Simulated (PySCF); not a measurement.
**How methods differ on the excitation energy of Tl²⁺**

Tl²⁺ [Xe] 4f14 5d10 6s1 (2S) → Tl²⁺ [Xe] 4f14 5d9 6s1 6p1 (high-spin determinant), as a difference of total energies. Calculation: PySCF 2.14, in x2c-TZVPPall (11s7p6d3f, 83 functions); the spin-free X2C one-electron Hamiltonian (Gaussian nucleus). Correlated levels: valence and next inner shell: [Kr] 4d10 4f14 frozen. The calculations carry no spin-orbit coupling.

| method | excitation energy (eV) |
| --- | --- |
| UHF | 16.089 |
| MP2 (valence and next inner shell) | 17.225 |
| SCS-MP2 (valence and next inner shell) | 17.190 |
| CCSD (valence and next inner shell) | 16.929 |
| CCSD(T) (valence and next inner shell) | 16.935 |

Task: How much does correlation contribute at CCSD(T) (valence and next inner shell)?

Result: 16.935 − (16.089) = 0.846 eV, measured against UHF.

A first-order spin-orbit estimate (lowest level to lowest level, LS coupling) adds -0.256 eV.

The basis was made for the ground configuration and has no added diffuse functions, so the excitation energy can come out too high.

The determinant of the upper state mixes LS terms, which raises its energy above the lowest term, most at the Hartree-Fock and MP2 levels.
